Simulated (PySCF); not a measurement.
Species: C₅H₆NO₂ (charge -1).
Cartesian coordinates in Å at the GFN2-xTB level; atoms count from 1:
```xyz
14
C5H6NO2 angstrom
O      1.6414   -1.5713    0.8461
C      1.8177   -0.3733    0.6639
O      2.6957    0.3954    1.0396
C      0.6872    0.3560   -0.2976
C     -0.1094    1.2591    0.5335
N     -1.3402    0.9721    0.7050
C     -1.6401   -0.2267   -0.0566
C     -0.3624   -0.6129   -0.8386
H      1.2878    0.8664   -1.0523
H      0.3208    2.1139    1.0363
H     -2.4978   -0.0246   -0.7109
H     -1.9372   -1.0116    0.6462
H     -0.5050   -0.5048   -1.9176
H     -0.0591   -1.6382   -0.6192
```

Computed at PBE0/pcSseg-1 (PySCF, non-relativistic), with Q(17O) = −0.0256 b, Q(14N) = 0.02044 b: O1, 17O (I = 5/2): χzz = 7.561 MHz, η = 0.387; O3, 17O (I = 5/2): χzz = 8.172 MHz, η = 0.382; N6, 14N (I = 1): χzz = -4.682 MHz, η = 0.118.

Q: Find the zero-field quadrupole resonance frequencies of 17O at O1.

A: From the eigenvalues of H = χ/[4I(2I − 1)] × [3Iz² − I(I + 1) + η(Ix² − Iy²)], steps between neighbouring levels, labelled as for η = 0: ±1/2↔±3/2 1.306 MHz, ±3/2↔±5/2 2.206 MHz (carboxylate oxygen).

Q: Where would the pure quadrupole (NQR) lines of 17O at O3 fall for the rigid, isolated species?

A: From the eigenvalues of H = χ/[4I(2I − 1)] × [3Iz² − I(I + 1) + η(Ix² − Iy²)], steps between neighbouring levels, labelled as for η = 0: ±1/2↔±3/2 1.406 MHz, ±3/2↔±5/2 2.386 MHz (carboxylate oxygen).

Q: Where would the pure quadrupole (NQR) lines of 14N at N6 fall for the rigid, isolated species?

A: From ν± = (3/4)|χ|(1 ± η/3) and ν0 = |χ|η/2: ν+ 3.650 MHz, ν− 3.373 MHz, ν0 0.277 MHz (imine nitrogen).

In a crystal, neighbours and librations shift these lines. The pcSseg-1 basis has no diffuse functions, a weakness for an anion. GFN2-xTB bond lengths can be off by several hundredths of an ångström, more for odd bonds, and the gradients follow them. A larger basis could move these couplings by a tenth or more.

These values come from a run that also computed NMR shieldings. Time: 24 s (with the writing of density and orbital grids); peak memory 0.74 GiB. Hardware: an Arm Neoverse V2 with one thread, on a shared host.

One conformer stands for the species.
